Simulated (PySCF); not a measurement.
How methods differ on the excitation energy of Co

Co [Ar] 3d7 4s2 (4F) → Co [Ar] 3d9 (2D), as a difference of total energies. Calculation: PySCF 2.14, in x2c-TZVPPall with one added diffuse shell each of s, p, d, f type (7s6p5d3f1g, 80 functions); scalar relativity by spin-free X2C-1e. Correlated levels: valence: [Ar] frozen. The calculations carry no spin-orbit coupling.

```json
{"method": "UHF", "excitation energy (eV)": "7.657"}
{"method": "MP2 (valence)", "excitation energy (eV)": "2.049"}
{"method": "SCS-MP2 (valence)", "excitation energy (eV)": "2.574"}
{"method": "CCSD (valence)", "excitation energy (eV)": "4.418"}
{"method": "CCSD(T) (valence)", "excitation energy (eV)": "3.857"}
```

How much does correlation contribute at CCSD(T) (valence)?

3.857 − (7.657) = -3.800 eV, measured against UHF.

The coupled-cluster amplitudes are large for the upper state (T1 above 0.03 or a double amplitude above 0.15), so a single reference is strained.
